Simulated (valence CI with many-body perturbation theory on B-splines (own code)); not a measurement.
# Ladder of approximations for Sr¹⁵⁺

Computed by valence CI with perturbative core correlation (CI+MBPT): five valence electrons over a frozen Dirac-Fock core [Ar], a basis of 7 s, 7 p, 8 d, 6 f, 4 g, 1 h functions for each j, with the one-electron correlation potential Σ1 (screened to all orders), the two-electron term Σ2, the three-electron term Σ3, Breit, model QED; selected single and double excitations, second order for the rest (own B-spline code, finite nucleus).

No measured spectrum was set against this ion. As an estimate, terms of the open shell hold to 2 to 4 % of their energy, and close levels can change places. Core correlation moves these levels by up to 10000 cm⁻¹, and in measured spectra 5 to 20 % of such shifts remained as error; rates that hang on mixing are uncertain with them. Only levels of the ground parity were solved; by the run's estimate the other parity begins above the list, which can be wrong where configurations are misplaced.

Each rung adds one term. CI alone is the Dirac-Coulomb CI over the frozen core; QED comes last and gives the full result, which names the levels. Energies are above 3d⁵ ⁶S_5/2 on the same rung, in eV.

Names give the largest LS component (configuration and term), which can be under half, so a name can repeat, a term be missing and a line seem to break the LS rules; names also repeat where a configuration has a term twice. Letters in brackets count levels of one name in rising energy.

| Level | CI alone | + Σ1 | + Σ2 | + Σ3 | + Breit | Full |
| --- | --- | --- | --- | --- | --- | --- |
| 3d⁵ ⁴G_5/2 | 10.183 | 10.192 | 9.853 | 9.697 | 9.782 | 9.778 |
| 3d⁵ ⁴G_11/2 | 10.698 | 10.728 | 10.471 | 10.331 | 10.192 | 10.192 |
| 3d⁵ ⁴G_7/2 | 10.588 | 10.615 | 10.338 | 10.220 | 10.205 | 10.205 |
| 3d⁵ ⁴G_9/2 | 10.785 | 10.818 | 10.567 | 10.440 | 10.353 | 10.354 |
| 3d⁵ ⁴P_5/2 | 11.072 | 11.090 | 10.720 | 10.551 | 10.610 | 10.608 |
| 3d⁵ ⁴P_3/2 | 11.412 | 11.431 | 11.034 | 10.850 | 10.922 | 10.919 |
| 3d⁵ ⁴P_1/2 | 11.911 | 11.941 | 11.601 | 11.399 | 11.437 | 11.437 |
| 3d⁵ ⁴D_7/2 | 12.979 | 13.016 | 12.483 | 12.424 | 12.390 | 12.391 |
| 3d⁵ ⁴D_1/2 | 13.639 | 13.692 | 13.230 | 13.122 | 13.109 | 13.113 |
| 3d⁵ ⁴D_5/2 | 13.747 | 13.796 | 13.349 | 13.238 | 13.191 | 13.194 |
| 3d⁵ ⁴D_3/2 | 13.915 | 13.973 | 13.569 | 13.436 | 13.390 | 13.395 |
| 3d⁵ ²I_11/2 | 15.129 | 15.167 | 14.952 | 14.689 | 14.599 | 14.598 |
| 3d⁵ ²I_13/2 | 15.697 | 15.751 | 15.569 | 15.313 | 15.085 | 15.088 |
| 3d⁵ ²D_5/2 [a] | 16.132 | 16.182 | 15.783 | 15.538 | 15.550 | 15.551 |
| 3d⁵ ²D_3/2 [a] | 16.614 | 16.657 | 16.179 | 15.941 | 15.966 | 15.966 |
| 3d⁵ ²F_7/2 [a] | 17.029 | 17.067 | 16.533 | 16.256 | 16.257 | 16.256 |
| 3d⁵ ⁴F_9/2 | 17.168 | 17.208 | 16.679 | 16.548 | 16.507 | 16.506 |
| 3d⁵ ⁴F_5/2 | 17.826 | 17.887 | 17.421 | 17.248 | 17.233 | 17.236 |
| 3d⁵ ²F_7/2 [b] | 18.388 | 18.465 | 18.087 | 17.957 | 17.853 | 17.860 |

Q: How does the ionisation energy move along the ladder, and which term matters most?

A: CI alone 551.54, + Σ1 553.73, + Σ2 561.28, + Σ3 561.30, + Breit 561.34, + QED 561.35 eV. The largest step is Σ2, 7.55 eV. NIST lists 562 ± 3 eV (theoretical).
